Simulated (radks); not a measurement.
Problem. The vanadium ion V4+ is in [Ar] 3d1. All-electron calculation, scalar-relativistic Kohn-Sham, BLYP, spin-polarised, spherical densities, finite nucleus; Fermi nuclear charge, rms radius of each element as measured or else 0.836 A^(1/3) + 0.57 fm. Program: a radial shooting solver on a logarithmic mesh with Libxc functionals. Open shells are filled with parallel spins first. One electron is removed from 2p, 3d, 3p, 3s in turn, with full relaxation. Which removal costs least, and what does each cost?

Solution. 3d 65.500 eV; 3p 105.73 eV; 3s 132.81 eV; 2p 589.95 eV. The 3d electron leaves first.
